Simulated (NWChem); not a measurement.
System: AlBrCl2; SMILES [Cl][Al]([Cl])[Br]

Computed with NWChem. Pople sets run with spherical d functions. Geometry: optimised at PBE0/def2-SVP. Total energies compare along this basis series because the functional is fixed.

```csv
level,basis functions,energy (Ha),highest occupied level (eV),orbital gap (eV),dipole (D)
PBE/STO-3G,45,-3695.1264,-4.73,5.57,0.99
PBE/3-21G,61,-3718.0910,-7.74,5.08,0.91
PBE/6-31G*,86,-3735.9244,-7.65,5.28,0.33
PBE/6-311G**,122,-3736.2827,-7.75,5.28,___
PBE/def2-TZVPD,192,-3736.3345,-7.70,5.29,0.28
PBE/def2-QZVP,285,-3736.4254,-7.69,5.33,0.28
```

Problem. Some entries are withheld; supply them.

Solution. 
- PBE/6-311G**, dipole (D): 0.46
